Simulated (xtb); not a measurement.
xtb input file for ClH₂NZn, SMILES [Zn]([Cl])[NH2], GFN2-xTB. 

```
$ xtb mol.xyz --gfn 2 --sp --chrg 0 --uhf 0 --json
$ cat mol.xyz
5

Zn    -0.21190224     0.32535979    -0.00000000
Cl     0.17425133    -1.72472215     0.00000000
N      0.42797165     2.04797715    -0.00000000
H      0.19949642     2.61182140    -0.80683628
H      0.19949642     2.61182140     0.80683630
```

Program output:

```
[banner left out]
          |                Calculation Setup                |
           -------------------------------------------------



           -------------------------------------------------
          |                 G F N 2 - x T B                 |
           -------------------------------------------------

        Reference                      10.1021/acs.jctc.8b01176
      * Hamiltonian:
        H0-scaling (s, p, d)           1.850000    2.230000    2.230000
        zeta-weighting                 0.500000
      * Dispersion:
        s8                             2.700000
        a1                             0.520000
        a2                             5.000000
        s9                             5.000000
      * Repulsion:
        kExp                           1.500000    1.000000
        rExp                           1.000000
      * Coulomb:
        alpha                          2.000000
        third order                    shell-resolved
        anisotropic                    true
        a3                             3.000000
        a5                             4.000000
        cn-shift                       1.200000
        cn-exp                         4.000000
        max-rad                        5.000000


          ...................................................
          :                      SETUP                      :
          :.................................................:
          :  # basis functions                  20          :
          :  # atomic orbitals                  19          :
          :  # shells                            9          :
          :  # electrons                        16          :
          :  max. iterations                   250          :
          :  Hamiltonian                  GFN2-xTB          :
          :  restarted?                      false          :
          :  GBSA solvation                  false          :
          :  PC potential                    false          :
          :  electronic temp.          300.0000000     K    :
          :  accuracy                    1.0000000          :
          :  -> integral cutoff          0.2500000E+02      :
          :  -> integral neglect         0.1000000E-07      :
          :  -> SCF convergence          0.1000000E-05 Eh   :
          :  -> wf. convergence          0.1000000E-03 e    :
          :  Broyden damping             0.4000000          :
          :  net charge                          0          :
          :  unpaired electrons                  0          :
          ...................................................

 iter      E             dE          RMSdq      gap      omega  full diag
   1     -8.8825924 -0.888259E+01  0.135E+01    2.86       0.0  T
   2     -8.9103100 -0.277176E-01  0.804E+00    4.78       1.0  T
   3     -9.0610575 -0.150747E+00  0.554E+00    3.17       1.0  T
   4     -9.0837385 -0.226811E-01  0.182E+00    3.71       1.0  T
   5     -9.0887235 -0.498497E-02  0.534E-01    3.33       1.0  T
   6     -9.0899386 -0.121512E-02  0.329E-01    3.52       1.0  T
   7     -9.0901062 -0.167581E-03  0.865E-02    3.47       1.0  T
   8     -9.0901150 -0.874955E-05  0.465E-02    3.46       1.0  T
   9     -9.0901142  0.735468E-06  0.413E-02    3.46       1.1  T
  10     -9.0901189 -0.470093E-05  0.132E-02    3.46       3.4  T
  11     -9.0901191 -0.146352E-06  0.220E-03    3.46      20.3  T
  12     -9.0901191 -0.707645E-08  0.160E-03    3.46      28.0  T
  13     -9.0901191  0.139955E-08  0.168E-03    3.46      26.7  T
  14     -9.0901191 -0.466495E-08  0.561E-04    3.46      79.7  T
  15     -9.0901191 -0.612625E-09  0.323E-05    3.46    1385.5  T

   *** convergence criteria satisfied after 15 iterations ***

         #    Occupation            Energy/Eh            Energy/eV
      -------------------------------------------------------------
         1        2.0000           -1.0492420             -28.5513
         2        2.0000           -0.6140066             -16.7080
         3        2.0000           -0.5329329             -14.5018
         4        2.0000           -0.5205389             -14.1646
         5        2.0000           -0.4443593             -12.0916
         6        2.0000           -0.4304037             -11.7119
         7        2.0000           -0.4296911             -11.6925
         8        2.0000           -0.4038431             -10.9891 (HOMO)
         9                         -0.2765545              -7.5254 (LUMO)
        10                         -0.0882844              -2.4023
        11                         -0.0391482              -1.0653
        12                          0.0340656               0.9270
        13                          0.0341053               0.9281
       ...                                ...                  ...
        19                          0.8049279              21.9032
      -------------------------------------------------------------
                  HL-Gap            0.1272886 Eh            3.4637 eV
             Fermi-level           -0.3401988 Eh           -9.2573 eV

 SCC (total)                   0 d,  0 h,  0 min,  0.006 sec
 SCC setup                      ...        0 min,  0.000 sec (  2.321%)
 Dispersion                     ...        0 min,  0.000 sec (  0.733%)
 classical contributions        ...        0 min,  0.000 sec (  0.457%)
 integral evaluation            ...        0 min,  0.001 sec ( 14.480%)
 iterations                     ...        0 min,  0.004 sec ( 60.136%)
 molecular gradient             ...        0 min,  0.001 sec ( 19.634%)
 printout                       ...        0 min,  0.000 sec (  1.934%)

         :::::::::::::::::::::::::::::::::::::::::::::::::::::
         ::                     SUMMARY                     ::
         :::::::::::::::::::::::::::::::::::::::::::::::::::::
         :: total energy              -9.045979974447 Eh    ::
         :: gradient norm              0.000069257754 Eh/a0 ::
         :: HOMO-LUMO gap              3.463698387829 eV    ::
         ::.................................................::
         :: SCC energy                -9.090119183396 Eh    ::
         :: -> isotropic ES            0.067803828609 Eh    ::
         :: -> anisotropic ES          0.001733264432 Eh    ::
         :: -> anisotropic XC          0.004107610998 Eh    ::
         :: -> dispersion             -0.001981539619 Eh    ::
         :: repulsion energy           0.044139208948 Eh    ::
         :: add. restraining           0.000000000000 Eh    ::
         :: total charge               0.000000000000 e     ::
         :::::::::::::::::::::::::::::::::::::::::::::::::::::

           -------------------------------------------------
          |                Property Printout                |
           -------------------------------------------------

    * Orbital Energies and Occupations

         #    Occupation            Energy/Eh            Energy/eV
      -------------------------------------------------------------
         1        2.0000           -1.0492420             -28.5513
         2        2.0000           -0.6140066             -16.7080
         3        2.0000           -0.5329329             -14.5018
         4        2.0000           -0.5205389             -14.1646
         5        2.0000           -0.4443593             -12.0916
         6        2.0000           -0.4304037             -11.7119
         7        2.0000           -0.4296911             -11.6925
         8        2.0000           -0.4038431             -10.9891 (HOMO)
         9                         -0.2765545              -7.5254 (LUMO)
        10                         -0.0882844              -2.4023
Note: The following floating-point exceptions are signalling: IEEE_UNDERFLOW_FLAG IEEE_DENORMAL
normal termination of xtb
        11                         -0.0391482              -1.0653
        12                          0.0340656               0.9270
        13                          0.0341053               0.9281
        14                          0.0348107               0.9472
        15                          0.0348493               0.9483
        16                          0.0359449               0.9781
        17                          0.1123415               3.0570
        18                          0.1952151               5.3121
        19                          0.8049279              21.9032
      -------------------------------------------------------------
                  HL-Gap            0.1272886 Eh            3.4637 eV
             Fermi-level           -0.3401988 Eh           -9.2573 eV

     #   Z          covCN         q      C6AA      α(0)
     1  30 Zn       1.558     0.302   121.533    21.535
     2  17 Cl       0.772    -0.244   106.729    15.803
     3   7 N        2.506    -0.410    30.697     8.228
     4   1 H        0.861     0.176     1.237     1.742
     5   1 H        0.861     0.176     1.237     1.742

 Mol. C6AA /au·bohr⁶  :        836.475958
 Mol. C8AA /au·bohr⁸  :      38595.911423
 Mol. α(0) /au        :         49.050083


Wiberg/Mayer (AO) data.
largest (>0.10) Wiberg bond orders for each atom

 ---------------------------------------------------------------------------
     #   Z sym  total        # sym  WBO       # sym  WBO       # sym  WBO
 ---------------------------------------------------------------------------
     1  30 Zn   1.926 --     3 N    0.958     2 Cl   0.927
     2  17 Cl   1.212 --     1 Zn   0.927     3 N    0.281
     3   7 N    3.131 --     1 Zn   0.958     4 H    0.946     5 H    0.946
                             2 Cl   0.281
     4   1 H    0.969 --     3 N    0.946
     5   1 H    0.969 --     3 N    0.946
 ---------------------------------------------------------------------------

Topologies differ in total number of bonds
Writing topology from bond orders to xtbtopo.mol

molecular dipole:
                 x           y           z       tot (Debye)
 q only:       -0.400       1.134       0.000
   full:       -0.754       1.192       0.000       3.587
molecular quadrupole (traceless):
                xx          xy          yy          xz          yz          zz
 q only:       -0.585      -0.659      -0.353       0.000       0.000       0.937
  q+dip:       -1.122      -2.472      -0.399      -0.000       0.000       1.521
   full:       -1.015      -2.731      -1.767      -0.000       0.000       2.782


           -------------------------------------------------
          | TOTAL ENERGY               -9.045979974447 Eh   |
          | GRADIENT NORM               0.000069257754 Eh/α |
          | HOMO-LUMO GAP               3.463698387829 eV   |
           -------------------------------------------------

------------------------------------------------------------------------
------------------------------------------------------------------------
 total:
 SCF:
```

Self-consistency was reached.

Cost: about 0.07 core-seconds (a rough figure).
